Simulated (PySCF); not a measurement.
## Orbital picture of TlF

PBE at R = 2.102 Å; PySCF, scalar-relativistic core potentials, basis sets Tl def2-TZVPP with ECP60, F def2-TZVPP. State: ¹Σ⁺ (singlet), closed shell. Only the outer orbitals are listed, counted within each symmetry, core potentials removing the inner ones.

```tsv
orbital	occ.	ε (eV)	on Tl (%)	main shells (%)
6σ	2	-10.05	75	74 Tl s, 24 F p
3π	2	-7.02	6	94 F p
3π	2	-7.02	6	94 F p
7σ	2	-6.57	39	61 F p, 24 Tl s, 12 Tl p
4π	0	-2.18	97	96 Tl p
4π	0	-2.18	97	96 Tl p
8σ	0	-0.55	97	88 Tl p
```

Problem. Which are the highest filled and the lowest empty level, where do they sit, and how wide is the gap?

Solution. Highest filled 7σ at -6.57 eV (in %: 61 F p, 24 Tl s, 12 Tl p); lowest empty 4π at -2.18 eV (in %: 96 Tl p); the gap at PBE is 4.39 eV.

```
bond order (Mayer)                              : 0.83
⟨S²⟩                                            : 0.000
charge on Tl (Mulliken, basis-dependent)        : 0.51
charge on Tl (Löwdin, basis-dependent)          : 0.36
dipole moment (positive dipole means Tl(−)F(+)) : -3.82 D
polarisability along the bond                   : 43.1 bohr³
polarisability across the bond                  : 29.8 bohr³
```

Spin–orbit coupling is left out, which matters for elements this heavy, above all for dissociation energies.
